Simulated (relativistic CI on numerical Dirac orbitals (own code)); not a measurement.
# One change at a time: Tl8+

Base calculation: Dirac-Coulomb-Breit CI, orbitals from a KLI potential per configuration, model QED (radiative potential, 1s self-energy scaled to tabulated hydrogen-like ionisation energies), unscaled Slater integrals.

Configuration list (outside the closed core [Kr] 4d10 4f14): 5s2 5p6 5d5, 5s2 5p6 5d4 6s, 5s2 5p6 5d4 5f, 5s2 5p5 5d6, 5s2 5p6 5d4 6p, 5s2 5p6 5d3 6s 6p, 5s2 5p6 5d4 5g, 5s2 5p6 5d3 5f 6s, 5s2 5p6 5d4 6d, 5s 5p6 5d6, 5s2 5p6 5d4 7s, 5s2 5p5 5d5 5f, 5s2 5p6 5d4 7p, 5s2 5p6 5d4 6f, 5s2 5p5 5d5 5g, 5s2 5p6 5d4 8p, 5s2 5p6 5d3 6s2, 5s2 5p6 5d2 5f 6s2, 5s2 5p6 5d2 6s2 6p, 5s2 5p6 5d2 5g 6s2, 5s2 5p6 5d2 6s2 6d, 5s2 5p6 5d3 6p2, 5s2 5p6 5d2 6s 6p2, 5s2 5p6 5d2 5f 6p2, 5s2 5p6 5d2 6p3, 5s2 5p6 5d2 5g 6p2, 5s2 5p6 5d2 6p2 6d, 5p6 5d7, 5p5 5d8. Double excitations out of closed p, d and f shells are left out; levels of such configurations are missing from the list, as are those of other unlisted configurations, and high levels can miss mixing partners. These lack a partner that the ground configuration has and come out too high: 5s2 5p5 5d5 5f, 5s2 5p5 5d5 5g.

The lowest level and the first level of each name with at least 55 % of one term (blank where a level has no safe partner in the second run):

| Level | Base (cm⁻¹) | Shift (cm⁻¹) |
| --- | --- | --- |
| 5s2 5p6 5d5 6S_5/2 | 0 | 0 |
| 5s2 5p6 5d5 4G_7/2 | 33807 | +937 |
| 5s2 5p6 5d5 4G_11/2 | 35765 | +1159 |
| 5s2 5p6 5d5 4G_9/2 | 38493 | +1058 |
| 5s2 5p6 5d5 4P_1/2 | 42578 | +176 |
| 5s2 5p6 5d5 2I_11/2 | 54537 | +1582 |
| 5s2 5p6 5d5 4D_1/2 | 57766 | +580 |
| 5s2 5p6 5d5 2I_13/2 | 60463 | +1844 |
| 5s2 5p6 5d5 2G_7/2 | 73904 | +1559 |
| 5s2 5p6 5d5 2S_1/2 | 84820 | +1310 |
| 5s2 5p6 5d5 2H_11/2 | 89885 | +457 |
| 5s2 5p6 5d5 2P_3/2 | 117933 | +779 |
| 5s2 5p6 5d5 2P_1/2 | 128109 | +930 |
| 5s2 5p6 5d4 6s 6D_1/2 | 245231 | -13392 |
| 5s2 5p6 5d4 6s 6D_3/2 | 255526 | -13518 |
| 5s2 5p6 5d4 6s 6D_5/2 | 263418 | -13562 |
| 5s2 5p6 5d4 6s 6D_7/2 | 268967 | -13545 |
| 5s2 5p6 5d4 6s 6D_9/2 | 272250 | -13461 |
| 5s2 5p6 5d4 6s 4D_3/2 | 280892 | -12690 |
| 5s2 5p6 5d4 6s 4F_3/2 | 297577 | -12992 |
| 5s2 5p6 5d4 6s 4H_11/2 | 297742 | -13301 |
| 5s2 5p6 5d4 6s 4P_3/2 | 300950 | -12945 |

At this charge configurations can still be misplaced by up to about 7 % of their energy. Terms inside the open d or f shell come out 10 to 20 % too wide with unscaled integrals. Levels and lines within the n = 5 or 6 shells can be off by up to 10 % or somewhat more, and those that change n by about 2 %, since core polarisation is missing.

**Question.** One thing was changed in a second run, which moved the levels as shown. Which?
A. Breit term removed
B. QED terms removed
C. configuration mixing switched off

**Answer.** C. Configuration mixing switched off. Without mixing, levels that were pushed by configurations of the same parity and J return to their single-configuration places.

LS names give the leading component of a level, which can be under half, so a name can repeat, a term be missing and a line seem to break the LS rules.
